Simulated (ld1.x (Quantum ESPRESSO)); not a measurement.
Cs: one change to a TM potential, before and after

```
Element                 : caesium (Cs)
Generator               : ld1.x (Quantum ESPRESSO) 7.5
Type                    : norm-conserving Troullier–Martins (Kleinman–Bylander form)
Functional              : PBE
Relativity              : fully relativistic
Frozen core             : [Xe]
Valence charge          : 1
Reference configuration : 5d0 6s1 6p0
Partial waves           : 6s (bound): rc 3.55 bohr; 6p (bound, empty): rc 3.95 bohr; 5d (bound, empty): rc 4.20 bohr
Local potential         : all-electron potential smoothed inside 3.15 bohr (lloc = -1)
Core correction         : Bessel-smoothed model core inside 2.30 bohr
```

Open shells are filled in proportion to 2j + 1 (rel_dist='average').

Change: all radii but the core radius scaled by about 1.21 (s 4.30, p 4.78, d 5.08 bohr); local potential all-electron potential smoothed inside 3.80 bohr (lloc = -1).

Cutoffs: the cutoffs (Ry, on a coarse ladder) from which the occupation-weighted sum of valence levels, in a spherical-Bessel basis at the reference potential, stays within 10 and 1 mRy of its value at 400 Ry; they do not see the model core or the augmentation charge, which bear on the density cutoff. Errors are all-electron minus pseudo energies relative to the spin-unpolarised reference configuration.

Predict the effect on cutoff, ghosts and configuration errors.

Both files are so soft that the ladder of cutoffs tells neither apart; the bound ghost in p, s disappears; the number of tests that count goes from 3 to 4; of the 3 tests that both files solve, the error grows in 0 and shrinks in 1 by more than 15 % and 0.3 meV (median size 2.8 → 1.2 meV).

```tsv
quantity	base	changed
cutoff, loose	6 Ry	6 Ry
cutoff, tight	6 Ry	6 Ry
bound ghosts	s, p3/2	none
tests counted (converged, no solver errors)	3 of 4	4 of 4
error for 5d0 6s0.5 6p0, meV [ΔE 1.47 eV]	-2.8	+0.6
error for 5d1 6s0 6p0, meV [ΔE 1.67 eV]	-4.3	-4.2
error for 5d0.5 6s0.5 6p0, meV [ΔE 0.84 eV]	-1.3	-1.2
```

Base: Tests not counted: 5d0 6s0 6p1 (solver errors, printed error -162 meV). A true bound ghost makes a file unfit for plane-wave use even where its test errors are small: the radial tests pick states by their node count and pass the ghost by.
